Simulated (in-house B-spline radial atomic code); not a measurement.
How G0W0 and RPA depend on the start: Pt5+

Configuration [Xe] 4f14 5d5, highest spin. Computed with an all-electron radial atomic-structure program (B-spline basis): all electrons, scalar-relativistic (spin-free one-electron X2C), finite nucleus, each spin shell either full or empty, empty states to l = 9 with an (l + 1/2)⁻⁴ tail; G0W0 by contour deformation at full frequency.

Without the two-electron picture change, the correlation of inner shells comes somewhat too large for so heavy an element.

```tsv
start	mean-field 5d up (eV)	G0W0 (eV)	QP weight	RPA correlation (Eh)
Hartree-Fock	-77.28	-77.81	0.976	-6.2179
LDA VWN5	-69.41	-77.68	0.945	-6.6246
PBE	-69.31	-77.64	0.946	-6.6183
PBE0	-71.56	-77.69	0.963	-6.5098
r2SCAN	-69.90	?	?	?
HSE06	-71.11	-77.70	0.961	-6.5157
B3LYP (VWN-RPA)	-70.91	-77.74	0.960	-6.5331
SCAN	-69.87	-77.54	0.955	-6.5501
TPSS	-69.35	-77.65	0.949	-6.6023
BHandHLYP	-73.42	-77.76	0.969	-6.4088
CAM-B3LYP	-72.79	-77.83	0.967	-6.4999
LC-wPBE	-74.30	?	?	?
wB97X	-73.78	-77.70	0.970	-6.4869
PBEsol	-69.31	-77.64	0.946	-6.6208
BLYP	-68.93	-77.68	0.941	-6.6204
r2SCAN0	-71.99	-77.63	0.965	-6.4606
LDA exchange-only	-68.09	-77.78	0.922	-6.6243
```

**Question.** What G0W0 level, weight and RPA correlation energy follow from the LC-wPBE start?

**Answer.** G0W0 level -77.86 eV, weight 0.970, RPA correlation -6.5181 hartree.

**Question.** What G0W0 level, weight and RPA correlation energy follow from the r2SCAN start?

**Answer.** G0W0 level -77.57 eV, weight 0.956, RPA correlation -6.5464 hartree.

**Question.** How much of the dependence on the start does G0W0 remove?

**Answer.** The mean-field levels span 9.19 eV and the G0W0 levels 0.326 eV. Against 75 ± 2 eV (NIST, tabulated theory) the G0W0 removal energies are off by +2.54 to +2.86 eV, with spin-orbit coupling, Breit and QED terms left out.
